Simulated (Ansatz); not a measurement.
CH₇InN₂O, singlet, geometry from GFN2-xTB (such geometries of metal compounds can be far from the true shape) (all electrons, no relativity); SC-NEVPT2/STO-3G, CASSCF(6,5) run with Ansatz (a program for electronic structure).

The Ansatz input:
Ansatz 0.2 input:
```yaml
crystal:
  periodic: [false, false, false]
  atoms:
    - {symbol: In, position_ang: [-0.04159923, 0.01426163, 0.33672307]}
    - {symbol: O, position_ang: [0.81763357, -0.48048598, -1.40159191]}
    - {symbol: C, position_ang: [0.44613308, 0.03650330, -2.65117913]}
    - {symbol: H, position_ang: [0.22517491, 1.11032716, -2.61773621]}
    - {symbol: H, position_ang: [1.29016280, -0.11734757, -3.33224171]}
    - {symbol: H, position_ang: [-0.42988925, -0.48437098, -3.05279802]}
    - {symbol: N, position_ang: [-1.44505601, 1.53190760, 0.28362944]}
    - {symbol: H, position_ang: [-1.09507936, 2.33165764, -0.23711902]}
    - {symbol: H, position_ang: [-1.64977385, 1.85932384, 1.22190791]}
    - {symbol: N, position_ang: [0.38626583, -1.36925036, 1.80122197]}
    - {symbol: H, position_ang: [0.78746730, -0.93228841, 2.62639000]}
    - {symbol: H, position_ang: [1.10396353, -1.97985422, 1.41801702]}
basis:
  gaussian:
    orbitals: STO-3G
magnetization: {spin_polarized: false}
correlation: {method: sc_nevpt2, electrons: all, active_space: {window: {electrons: 6, orbitals: 5}}}
```

What the program printed (banner, timings and long lists left out):

```
Functional definition: HF
751 factors; integrals over basis functions are off by at most 7.6e-5 eV
mean field evaluation 1: about -160698.8265 eV, gradient 3.0e1 eV
mean field evaluation 2: about -160699.0031 eV, gradient 3.0e1 eV
mean field evaluation 4: about -160702.3050 eV, gradient 1.9e0 eV
mean field evaluation 8: about -160702.3239 eV, gradient 2.6e-4 eV
mean field -160702.32390027 eV, -5905.7014753876 hartree, gradient 9.5e-6 eV, S^2 0.000000; 0 other end points of the search recorded, 0 dependent functions left out
reference -160702.32390027 eV, -5905.7014753876 hartree; 42, 42 occupied and 12, 12 virtual orbitals, 751 factors
state -160703.48619847 eV, -5905.7441890586 hartree
state -160703.48619847 eV, -5905.7441890586 hartree; corrected -160708.37638596 eV, -5905.9239001342 hartree
Total energy: -160708.37638596 eV, -5905.9239001342 hartree
```
